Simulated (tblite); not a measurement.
Species: C₃H₁₁FO₂Si₂.
Atom-mapped SMILES: `[CH3:1][O:2][Si@@H:3]([CH2:4][F:5])[O:6][SiH2:7][CH3:8]` (hydrogens: H9, H10, H11 on C1; H12 on Si3; H13, H14 on C4; H15, H16 on Si7; H17, H18, H19 on C8)

The geometry is computed with GFN2-xTB (gas phase).

(1) List the bond lengths, angles and torsions at this level.

Results:

(1) 
| bond | length (Å) |
| --- | --- |
| C1–O2 | 1.401 |
| O2–Si3 | 1.618 |
| Si3–C4 | 1.906 |
| C4–F5 | 1.384 |
| Si3–O6 | 1.614 |
| O6–Si7 | 1.636 |
| Si7–C8 | 1.893 |
| C1–H9, C1–H10, C1–H11 | 1.091 |
| Si3–H12 | 1.460 |
| C4–H13 | 1.091 |
| C4–H14 | 1.093 |
| Si7–H15 | 1.466 |
| Si7–H16 | 1.464 |
| C8–H17, C8–H18, C8–H19 | 1.087 |

Bonds in one row agree within 0.01 Å and their mean is given. A selection of angles:
| angle | degrees |
| --- | --- |
| O2–C1–H9 | 110.3 |
| O2–C1–H10 | 107.9 |
| O2–C1–H11 | 110.7 |
| H9–C1–H10 | 109.5 |
| C1–O2–Si3 | 127.2 |
| O2–Si3–C4 | 101.9 |
| O2–Si3–O6 | 110.7 |
| O2–Si3–H12 | 113.9 |
| C4–Si3–O6 | 112.0 |
| C4–Si3–H12 | 112.7 |
| O6–Si3–H12 | 105.8 |
| Si3–C4–F5 | 110.0 |
| Si3–C4–H13 | 112.6 |
| Si3–C4–H14 | 113.2 |
| F5–C4–H13 | 106.1 |
| F5–C4–H14 | 106.1 |
| H13–C4–H14 | 108.4 |
| Si3–O6–Si7 | 156.0 |
| O6–Si7–C8 | 110.1 |
| O6–Si7–H15 | 102.7 |
| O6–Si7–H16 | 106.0 |
| C8–Si7–H15 | 112.6 |
| C8–Si7–H16 | 112.1 |
| H15–Si7–H16 | 112.7 |
| Si7–C8–H17 | 111.5 |
| H17–C8–H18 | 107.8 |

Dihedral angles: C1–O2–Si3–C4 -171° (antiperiplanar); O2–Si3–C4–F5 179° (antiperiplanar); O2–Si3–O6–Si7 -142° (anticlinal); Si3–O6–Si7–C8 35° (synclinal).

Si3 (oxygen-bound silicon) is distorted tetrahedral (angles from 101.9° to 113.9°). The 3 O–Si bonds span 1.614 Å (Si3–O6, drawn single) to 1.636 Å (O6–Si7, drawn single), a spread of 0.022 Å. Si7 (oxygen-bound silicon) is distorted tetrahedral (angles from 102.7° to 112.7°). Of the pairs four or more bonds apart, F5···H18 is among the closest relative to their van der Waals radii: 2.69 Å, 101 % of the sum of Bondi's values. O2 (silyl ether oxygen) is bent (angle 127.2°).

Point group: C1 (no symmetry element, even within 0.4 Å). Its lowest GFN2-xTB frequency is 15 cm⁻¹, too small to tell a flat minimum from a shallow saddle. The numbers are those of one conformer.

On Arm Neoverse V1, one thread, no GPU, shared host, this took 2.1 s. This is the geometry optimisation.
